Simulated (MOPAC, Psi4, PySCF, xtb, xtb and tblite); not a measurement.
Conformational energy of C3H13ClSi3, SMILES C[Si](C)(C)[SiH2][SiH2]Cl, singlet. Scanned: dihedral Si2–Si5–Si6–Cl7; all other coordinates were relaxed at GFN2-xTB. GFN2-xTB can order the conformers of Si and Ge chains otherwise than DFT does. Points at φ and −φ are mirror images.

Atom numbering (GFN2-xTB optimised geometry, Å):
```
20

C     -0.8008     0.1611     1.7982
Si    -0.7429    -0.2042    -0.0772
C     -1.2922     1.3716    -1.0068
C     -1.9940    -1.6003    -0.4572
Si     1.4424    -0.7888    -0.6929
Si     3.1153     0.5489     0.1954
Cl     2.3786     2.4425     0.4082
H     -1.7994     0.4378     2.1249
H     -0.1368     0.9824     2.0524
H     -0.4941    -0.7018     2.3827
H     -0.6205     2.1977    -0.7921
H     -2.2934     1.6827    -0.7210
H     -1.2913     1.2201    -2.0824
H     -3.0053    -1.3267    -0.1683
H     -2.0088    -1.8358    -1.5171
H     -1.7370    -2.5115     0.0749
H      1.5987    -0.8065    -2.1594
H      1.7794    -2.1740    -0.3161
H      4.3408     0.7251    -0.5875
H      3.5612     0.1796     1.5415
```

- GFN2-xTB (xtb and tblite)
- RHF/3-21G = restricted Hartree-Fock/3-21G, density fitting // GFN2-xTB (PySCF)
- PM6, restricted, heats of formation // GFN2-xTB (MOPAC)
- PBE/def2-SVP // GFN2-xTB (Psi4)
- GFN1-xTB // GFN2-xTB (xtb)
- PBE-D3(BJ)/def2-SVP // GFN2-xTB (Psi4)

Energies in kJ/mol, each method relative to its own lowest point.

```json
[
 {"φ / °": "-165", "GFN2-xTB": "6.07", "RHF/3-21G": "6.35", "PM6": "0.33", "PBE/def2-SVP": "6.20", "GFN1-xTB": "0.26", "PBE-D3(BJ)/def2-SVP": "8.31"},
 {"φ / °": "-150", "GFN2-xTB": "6.02", "RHF/3-21G": "7.78", "PM6": "1.41", "PBE/def2-SVP": "7.91", "GFN1-xTB": "1.05", "PBE-D3(BJ)/def2-SVP": "9.99"},
 {"φ / °": "-135", "GFN2-xTB": "5.83", "RHF/3-21G": "9.23", "PM6": "2.63", "PBE/def2-SVP": "9.67", "GFN1-xTB": "1.86", "PBE-D3(BJ)/def2-SVP": "11.73"},
 {"φ / °": "-120", "GFN2-xTB": "5.39", "RHF/3-21G": "9.56", "PM6": "3.37", "PBE/def2-SVP": "10.44", "GFN1-xTB": "2.22", "PBE-D3(BJ)/def2-SVP": "12.44"},
 {"φ / °": "-105", "GFN2-xTB": "4.62", "RHF/3-21G": "8.34", "PM6": "3.33", "PBE/def2-SVP": "9.59", "GFN1-xTB": "1.87", "PBE-D3(BJ)/def2-SVP": "11.47"},
 {"φ / °": "-90", "GFN2-xTB": "3.47", "RHF/3-21G": "5.66", "PM6": "2.61", "PBE/def2-SVP": "7.11", "GFN1-xTB": "1.09", "PBE-D3(BJ)/def2-SVP": "8.70"},
 {"φ / °": "-75", "GFN2-xTB": "2.13", "RHF/3-21G": "2.68", "PM6": "1.78", "PBE/def2-SVP": "3.72", "GFN1-xTB": "0.43", "PBE-D3(BJ)/def2-SVP": "4.82"},
 {"φ / °": "-60", "GFN2-xTB": "0.89", "RHF/3-21G": "0.67", "PM6": "1.11", "PBE/def2-SVP": "1.15", "GFN1-xTB": "0.33", "PBE-D3(BJ)/def2-SVP": "1.66"},
 {"φ / °": "-45", "GFN2-xTB": "0.16", "RHF/3-21G": "0.00", "PM6": "0.87", "PBE/def2-SVP": "0.00", "GFN1-xTB": "0.91", "PBE-D3(BJ)/def2-SVP": "0.00"},
 {"φ / °": "-30", "GFN2-xTB": "0.00", "RHF/3-21G": "0.38", "PM6": "1.04", "PBE/def2-SVP": "0.38", "GFN1-xTB": "1.78", "PBE-D3(BJ)/def2-SVP": "0.20"},
 {"φ / °": "-15", "GFN2-xTB": "0.17", "RHF/3-21G": "1.20", "PM6": "1.35", "PBE/def2-SVP": "1.62", "GFN1-xTB": "2.46", "PBE-D3(BJ)/def2-SVP": "1.44"},
 {"φ / °": "0", "GFN2-xTB": "0.25", "RHF/3-21G": "1.44", "PM6": "1.45", "PBE/def2-SVP": "2.01", "GFN1-xTB": "2.63", "PBE-D3(BJ)/def2-SVP": "1.83"},
 {"φ / °": "15", "GFN2-xTB": "0.17", "RHF/3-21G": "1.20", "PM6": "1.35", "PBE/def2-SVP": "1.62", "GFN1-xTB": "2.46", "PBE-D3(BJ)/def2-SVP": "1.44"},
 {"φ / °": "30", "GFN2-xTB": "0.00", "RHF/3-21G": "0.38", "PM6": "1.04", "PBE/def2-SVP": "0.38", "GFN1-xTB": "1.78", "PBE-D3(BJ)/def2-SVP": "0.20"},
 {"φ / °": "45", "GFN2-xTB": "0.16", "RHF/3-21G": "0.00", "PM6": "0.87", "PBE/def2-SVP": "0.00", "GFN1-xTB": "0.91", "PBE-D3(BJ)/def2-SVP": "0.00"},
 {"φ / °": "60", "GFN2-xTB": "0.89", "RHF/3-21G": "0.67", "PM6": "1.11", "PBE/def2-SVP": "1.15", "GFN1-xTB": "0.33", "PBE-D3(BJ)/def2-SVP": "1.66"},
 {"φ / °": "75", "GFN2-xTB": "2.13", "RHF/3-21G": "2.68", "PM6": "1.78", "PBE/def2-SVP": "3.72", "GFN1-xTB": "0.43", "PBE-D3(BJ)/def2-SVP": "4.82"},
 {"φ / °": "90", "GFN2-xTB": "3.47", "RHF/3-21G": "5.66", "PM6": "2.61", "PBE/def2-SVP": "7.11", "GFN1-xTB": "1.09", "PBE-D3(BJ)/def2-SVP": "8.70"},
 {"φ / °": "105", "GFN2-xTB": "4.62", "RHF/3-21G": "8.34", "PM6": "3.33", "PBE/def2-SVP": "9.59", "GFN1-xTB": "1.87", "PBE-D3(BJ)/def2-SVP": "11.47"},
 {"φ / °": "120", "GFN2-xTB": "5.39", "RHF/3-21G": "9.56", "PM6": "3.37", "PBE/def2-SVP": "10.44", "GFN1-xTB": "2.22", "PBE-D3(BJ)/def2-SVP": "12.44"},
 {"φ / °": "135", "GFN2-xTB": "5.83", "RHF/3-21G": "9.23", "PM6": "2.63", "PBE/def2-SVP": "9.67", "GFN1-xTB": "1.86", "PBE-D3(BJ)/def2-SVP": "11.73"},
 {"φ / °": "150", "GFN2-xTB": "6.02", "RHF/3-21G": "7.78", "PM6": "1.41", "PBE/def2-SVP": "7.91", "GFN1-xTB": "1.05", "PBE-D3(BJ)/def2-SVP": "9.99"},
 {"φ / °": "165", "GFN2-xTB": "6.07", "RHF/3-21G": "6.35", "PM6": "0.33", "PBE/def2-SVP": "6.20", "GFN1-xTB": "0.26", "PBE-D3(BJ)/def2-SVP": "8.31"},
 {"φ / °": "180", "GFN2-xTB": "6.12", "RHF/3-21G": "5.89", "PM6": "0.00", "PBE/def2-SVP": "5.62", "GFN1-xTB": "0.00", "PBE-D3(BJ)/def2-SVP": "7.75"}
]
```

Root-mean-square difference from the PBE-D3(BJ)/def2-SVP profile, itself a level with limits, after the best constant shift (kJ/mol): GFN2-xTB 2.48, RHF/3-21G 1.17, PM6 4.03, PBE/def2-SVP 0.94, GFN1-xTB 4.59.
